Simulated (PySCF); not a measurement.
An unknown gives this computed stick spectrum. The calculation used TDDFT CAM-B3LYP/def2-SVPD, vertical, gas phase, core orbitals frozen in the response (PySCF). Geometries: PBE0-D3(BJ)/def2-SVP, one conformer each. Relativistic effects are left out although some hold elements past zinc.

```csv
state,λ (nm),f
S1,153.8,0.011
S2,150.9,0.0042
S3,143.4,0.105
S4,140.9,0.026
S5,139.6,0.0078
S6,139.2,0.0089
S7,138.0,0.018
S8,136.5,0.074
S9,134.5,0.086
S10,134.0,0.141
```

Orbital energies (eV): HOMO-3 -11.45, HOMO-2 -11.04, HOMO-1 -10.63, HOMO -10.02, LUMO 0.97, LUMO+1 1.22, LUMO+2 1.49.

Question: Which structure fits?
A. `C#[C][GeH2][C](=O)C(F)(F)F`
B. `CC[CH2][GeH2][C](F)(F)F`
C. `BC1=CC=C(F)C=C1`

Answer: B. Its S1, at 8.06 eV, is the highest among the candidates; the nearest of the others has S1 at 4.96 eV. S1 is HOMO→LUMO (71%), HOMO→LUMO+1 (20%). Löwdin shares by element: HOMO carbon 43% or more, germanium 20%, hydrogen 8% or more (atoms not listed hold the other 29%); LUMO germanium 30%, carbon 18% or more, hydrogen 8% or more (atoms not listed hold the other 44%). At the same level the other candidates give, for their lowest levels:
- `C#[C][GeH2][C](=O)C(F)(F)F`: 352 nm (f 0.001); 208 nm (f 0.001); 201 nm (f 0.004); 200 nm (f 0.005); 193 nm (f 0.008); T1 2.87 eV; HOMO -9.32, LUMO -1.11 eV
- `Bc1ccc(F)cc1`: 250 nm (f 0.010); 238 nm (f 0.298); 219 nm (f 0.000); 211 nm (f 0.002); 196 nm (f 0.196); T1 3.58 eV; HOMO -8.86, LUMO -1.03 eV

The values belong to the conformer `[CH3:1][CH2:2][CH2:3][GeH2:4][C:5]([F:6])([F:7])[F:8]`: C1–C2–C3–Ge4 61°, C2–C3–Ge4–C5 162°, C3–Ge4–C5–F6 -178°.
Triplets come from the Tamm–Dancoff approximation.

Without π bonds the low states are Rydberg-like; a valence basis with one diffuse set may place them up to an eV too high.
